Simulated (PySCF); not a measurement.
## C6H5F2O2: g tensor and hyperfine couplings

C6H5F2O2 (doublet state).
Cartesian coordinates in Å at the GFN2-xTB level; atoms count from 1:
```
atom  x, y, z in Å
C1     2.4295    0.6937   -0.6590
C2     1.5815   -0.0358   -0.2343
C3     0.4823   -0.8940    0.2052
C4    -0.4374   -1.1117   -0.9473
O5    -1.3621   -0.1420   -1.2728
C6    -1.5395    0.8316   -0.3271
F7    -0.6040    1.8218   -0.5251
O8    -1.4955    0.3759    0.9611
C9    -0.3121   -0.2484    1.3665
F10    0.4625    0.6625    2.0338
H11    3.1933    1.3244   -1.0038
H12    0.9022   -1.8499    0.5362
H13   -0.1698   -1.7219   -1.7888
H14   -2.5231    1.2957   -0.4827
H15   -0.6123   -0.9941    2.1162
```

The hyperfine couplings belong to this conformer and change with its torsions.

The species is `C#C[C@@H]1[CH]O[C@H](F)O[C@@H]1F` [radical].

Method: PySCF 2.14.0, UKS B3LYP, pcH-1 on C F H O, non-relativistic, mean-field spin-orbit, GIAO. Geometry: GFN2-xTB, one conformer, isolated molecule. A GFN2-xTB geometry isn't a minimum of the functional, and hyperfine couplings can be far from their values at a DFT geometry. Stability of the SCF solution: not tested.

```json
{
  "g1, g2, g3": "2.00203, 2.00318, 2.00397",
  "g_iso": "2.00306",
  "Form of g": "rhombic: the two nearest values differ by 41 % of g3 − g1",
  "⟨S²⟩": "0.7535 (exact 0.7500)",
  "α and β electrons": "38, 37",
  "HOMO–LUMO gap, α and β orbitals": "5.97, 5.87 eV",
  "Basis functions": "300"
}
```

Hyperfine couplings atom by atom, in mT; T1 to T3 are the principal values of the dipolar part; ρ(0) is the spin density at the nucleus (MHz turned into mT with g_iso):

```tsv
atom	isotope	a_iso	T1	T2	T3	Mulliken spin population	ρ(0) (bohr⁻³)
C1	13C	0.39	-0.18	-0.10	0.29	0.05	0.0097
C2	13C	3.26	-0.22	-0.10	0.32	0.02	0.0813
C3	13C	-0.42	-0.08	-0.04	0.12	-0.05	-0.0105
C4	13C	5.27	-2.84	-2.78	5.62	0.90	0.1314
O5	17O	-0.76	-1.95	0.93	1.02	0.09	0.0353
C6	13C	-0.03	-0.05	-0.02	0.07	0.00	-0.0009
F7	19F	2.32	-0.81	-0.68	1.49	0.01	0.0155
O8	17O	0.03	-0.04	0.01	0.03	0.00	-0.0015
C9	13C	0.63	-0.06	-0.04	0.10	0.01	0.0158
F10	19F	0.00	-0.13	-0.08	0.21	0.00	0.0000
H11	1H	-0.09	-0.10	-0.02	0.12	0.00	-0.0006
H12	1H	0.94	-0.21	-0.16	0.37	0.01	0.0059
H13	1H	-1.62	-1.27	-0.09	1.37	-0.04	-0.0102
H14	1H	-0.06	-0.12	-0.09	0.21	0.00	-0.0004
H15	1H	-0.01	-0.10	-0.08	0.18	0.00	0.0000
```

The Mulliken spin populations are largest on C4 (+0.90) and O5 (+0.09). C4 is the only atom above +0.15. The angles at C4 add up to 354.4°, so it is nearly planar; its axial dipolar tensor and the negative coupling of its proton fit spin in a p orbital normal to that plane.

Axes: g2 points within 13° of the C4–O5 bond.

Under fast tumbling the dipolar parts average out, and these isotropic splittings remain: 1 × 19F (F7, I = 1/2, 2 lines) with 2.32 mT, 1 × 1H (H13, I = 1/2, 2 lines) with 1.62 mT, 1 × 1H (H12, I = 1/2, 2 lines) with 0.94 mT, 1 × 1H (H11, I = 1/2, 2 lines) with 0.09 mT and 1 × 1H (H14, I = 1/2, 2 lines) with 0.06 mT.

The 13C coupling of C4 (147.7 MHz) shows only in satellite lines or after enrichment, since that isotope makes up about 1.07 % of natural carbon.

The 17O coupling of O5 (-21.4 MHz) shows only in satellite lines or after enrichment, since that isotope makes up about 0.038 % of natural oxygen.

Examples of negative spin density at the nucleus (bohr⁻³): C3 (-0.0105), H13 (-0.0102) and O8 (-0.0015).
